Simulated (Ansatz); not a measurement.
Isomers of C$_{3}$H$_{5}$F$_{3}$O, relaxed with PBE0-D4/def2-TZVP in Ansatz; electronic energies, one conformer each and not always the lowest. Functionals use def2-TZVPP; CBS adds triple-zeta CCSD(T) − MP2 to the MP2 limit of def2-TZVPP and def2-QZVPP.

Q: Order them by energy at frozen-core CCSD(T)/CBS, lowest first. (Best estimate.)
A. `CC(F)OC(F)F`
B. `COCC(F)(F)F`
C. `FCOCC(F)F`
D. `CCOC(F)(F)F`

A: D (0.0 kJ/mol), A (17.4 kJ/mol), B (59.9 kJ/mol), C (79.0 kJ/mol).

Q: How do HF/CBS(def2), B2PLYP, PBE-D4, B3LYP-D4 place them (kJ/mol, against `CCOC(F)(F)F`)? (Estimate.)

A: Computed: 
| isomer | HF/CBS(def2) | B2PLYP | PBE-D4 | B3LYP-D4 |
| --- | --- | --- | --- | --- |
| `CC(F)OC(F)F` | 22.9 | 16.4 | 16.0 | 15.0 |
| `COCC(F)(F)F` | 66.0 | 60.0 | 57.7 | 56.5 |
| `FCOCC(F)F` | 85.6 | 77.5 | 76.9 | 73.5 |

B3LYP here is the variant with VWN-RPA as its local correlation; programs differ in this.
